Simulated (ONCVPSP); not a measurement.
How hard is this O ONCV potential?

```
Element                 : O (Z = 8)
Generator               : ONCVPSP 4.0.1
Type                    : optimised norm-conserving Vanderbilt (ONCV)
Functional              : PBE
Relativity              : scalar-relativistic
Frozen core             : [He]
Valence charge          : 6
Reference configuration : 2s2 2p4
Partial waves           : 2s: rc 0.85 bohr, ncon 4, nbas 8, qcut 7.6 1/bohr, 2 projectors, debl 1 Ha; 2p: rc 1.60 bohr, ncon 5, nbas 8, qcut 8.3 1/bohr, 2 projectors, debl 3.1 Ha; d scattering state at 0.06 Ha: rc 1.45 bohr, ncon 4, nbas 8, qcut 7.1 1/bohr, 1 projector
Local potential         : polynomial inside 0.80 bohr (lpopt 4, dvloc0 2 Ha)
Core correction         : Teter function, fcfact 4.25, rcfact 1.75
```

Q: For each optimised wave give the share of its norm inside rc, the residual kinetic energy above qcut (Ha) and the cutoffs (Ha) for errors of 10, 1, 0.1 and 0.01 mHa per electron.

A:

| wave | norm inside rc | residual KE | 10 mHa | 1 mHa | 0.1 mHa | 0.01 mHa |
| --- | --- | --- | --- | --- | --- | --- |
| 2s | 0.322 | 3.8e-03 | 23.6 | 67.7 | 221.7 | 259.4 |
| s projector 2 | 0.028 | 4.3e-04 | 4.4 | 24.6 | 57.4 | 271.3 |
| 2p | 0.749 | 4.0e-05 | 21.7 | 27.7 | 32.5 | 63.8 |
| p projector 2 | 0.180 | 3.9e-04 | 24.8 | 31.7 | 54.0 | 94.4 |
| d projector 1 | 0.000 | 2.8e-09 | 0.0 | 0.2 | 0.6 | 2.9 |

The occupied waves need 68 Ha and 222 Ha for 1 and 0.1 mHa. Rows with under 1 % of the norm inside rc give no meaningful cutoff. Its largest configuration-test error is +2354 meV.
